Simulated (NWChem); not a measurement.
System: BeGeNH5; SMILES [NH2][Be][GeH3]

```xyz
8

Be     0.0047    -1.2945    -0.0063
N     -0.0003    -2.7933     0.0019
H      0.8258    -3.3805     0.0058
H     -0.8297    -3.3756     0.0072
Ge     0.0054     0.9091    -0.0093
H     -1.3468     1.5218     0.4552
H      1.0701     1.5331     0.9366
H      0.2779     1.5460    -1.4006
```
Atoms are numbered in this order, from 1.

Computed with NWChem. Pople sets run with spherical d functions. The geometry was optimised at B3LYP/6-31G* (spherical d). Vzz is the largest principal value of the second derivative of the potential at the nucleus (NWChem prints the opposite sign); η is the asymmetry. Non-relativistic.

For level B3LYP/6-31G*:

Vzz Be1 (a.u.): -0.206
Vzz N2 (a.u.): -0.682
η N2: 0.85
Vzz Ge5 (a.u.): -0.557

**Question.** Estimate the same quantities for level PBE/def2-SVP.

**Answer.** 
| Item | Value |
|---|---|
| Vzz Be1 (a.u.) | -0.191 |
| Vzz N2 (a.u.) | -0.630 |
| η N2 | 0.98 |
| Vzz Ge5 (a.u.) | -0.661 |
